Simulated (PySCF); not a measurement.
PySCF job for GeFCl, SMILES [F][Ge][Cl] (connectivity only; charge and spin as stated), neutral, multiplicity 1, r2SCAN-D4/def2-TZVP. Coordinates come from a r2SCAN-D4/def2-TZVP optimisation.

```python
import numpy as np
from pyscf import gto, scf, dft, df
from pyscf.hessian import thermo

mol = gto.M(
    atom='''
    Ge    0.43708326    0.49254884    0.00000000
    F    -1.14010573    1.24792101    0.00000000
    Cl   -0.21915957   -1.58781481    0.00000000
    ''',
    basis='def2-TZVP',
    charge=0,
    spin=0,
    max_memory=1600,
    verbose=3,
)
mf = dft.RKS(mol, xc='r2scan').density_fit(auxbasis='def2-universal-jkfit')
mf.disp = 'd4'
mf.grids.level = 4
mf.conv_tol = 1e-11
mf.max_cycle = 100
mf.kernel()

# [left out here: the lines that compute and print the analytic Hessian (its translational invariance restored by hand, since the grid's response is missing), thermochemistry and intensities]
```

Output:

```
converged SCF energy = -2637.10949750083

WARN: MGGA Hessian is sensitive to dft grids. grids.level 4 may not be dense enough.


WARN: DFTD4 does not support analytical Hessian, using finite difference.


WARN: Mole.unit (angstrom) is changed to Bohr

Mode                                 0                   1                   2
Irrep
Freq [cm^-1]                      209.6042            400.5788            673.0801
Reduced mass [au]                  24.4559             43.0157             22.4449
Force const [Dyne/A]                0.6330              4.0668              5.9910
Char temp [K]                     301.5737            576.3437            968.4124
Normal mode                   x     y     z       x     y     z       x     y     z
       0  Ge                 0.04  0.01 -0.00   -0.02 -0.07  0.00   -0.05  0.02 -0.00
       1   F                -0.05 -0.17 -0.00   -0.00  0.02  0.00    0.18 -0.09 -0.00
       2  Cl                -0.06  0.06 -0.00    0.05  0.13  0.00    0.00  0.01 -0.00
temperature 298.1500 [K]
pressure 101325.00 [Pa]
Rotational constants [GHz] 12.56454 3.70215 2.85958
Symmetry number 1
Zero-point energy (ZPE) 0.00292 [Eh]   7675.618 [J/mol]
                           tot       elec      trans        rot        vib
Entropy [J/mol/K]       289.005      0.000    169.169    105.831     14.005
Cv [J/mol/K]             42.418      0.000     12.472     12.472     17.475
Cp [J/mol/K]             50.733      0.000     20.786     12.472     17.475
Internal energy [J/mol]                      3718.434   3718.434  10244.880
Internal energy [Eh]   -2637.10276  -2637.10950
Enthalpy [J/mol]                             6197.391   3718.434  10244.880
Enthalpy [Eh]          -2637.10182
Gibbs free energy [J/mol]                  -44240.263 -27835.193   6069.295
Gibbs free energy [Eh] -2637.13464
static polarisability / bohr^3: [[35.756  4.53  -0.   ]
 [ 4.531 53.788  0.   ]
 [-0.     0.    30.883]]
largest difference of analytic and finite-field dipole derivatives / e: 0.0010680107455178778
mode   freq/cm-1   IR/(km/mol)   Raman/(A^4/amu)   depolarisation
   1      209.60         5.178             1.855            0.581
   2      400.58        90.567            11.966            0.374
   3      673.08       105.655             6.163            0.367
max |gradient| / (hartree/bohr): 0.00014504731986609892
APT charges: [ 1.1475 -0.5889 -0.5631]
```

The run converged.
